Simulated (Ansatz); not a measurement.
This geometry of Cl$_{3}$FH$_{2}$OZr (8 atoms, charge 0, multiplicity 1) is a first-order saddle point.

The calculation used RKS B3LYP-D4/def2-SVP in Ansatz.

```xyz
8
Properties=species:S:1:pos:R:3
Zr -0.409 -0.102 -0.150
Cl 0.050 0.529 2.456
O 1.442 -0.449 -0.313
H 2.374 -0.655 -0.207
Cl -0.831 2.015 -1.063
Cl -1.283 -1.678 -1.672
F -1.967 -0.544 1.201
H -1.273 -0.067 2.097
```

Task: Which two structures does it join? (They come from a converged band through this point; their orientation in space is the band's.)

Result: Bonds broken: Zr1–Cl2, F7–H8. Bonds formed: Cl2–H8.

Initial state:

```xyz
8
Properties=species:S:1:pos:R:3
Zr -0.150 -0.131 0.024
Cl 0.150 -0.117 2.447
O 1.655 -0.304 -0.486
H 2.571 -0.393 -0.765
Cl -0.754 1.907 -1.005
Cl -1.115 -2.056 -0.945
F -2.311 0.080 1.099
H -1.942 0.063 1.977
```

Final state:

```xyz
8
Properties=species:S:1:pos:R:3
Zr -0.548 -0.293 -0.409
Cl -0.052 1.131 2.516
O 1.297 -0.646 -0.158
H 2.236 -0.778 -0.007
Cl -0.991 1.939 -1.051
Cl -1.194 -1.610 -2.255
F -1.662 -0.940 1.026
H -0.982 0.244 2.686
```

Task: How far does it lie above each of them?

Result: 7.9 kcal/mol above the first and 7.8 kcal/mol above the second. This is the barrier of this one path; another mechanism may lie lower. The orbitals stay closed-shell, which can raise the energy where a bond breaks towards radicals; this wasn't checked here.

Run time: 3.9 min on 4 threads of Arm Neoverse V2, on a shared host, peak memory 0.34 GiB.
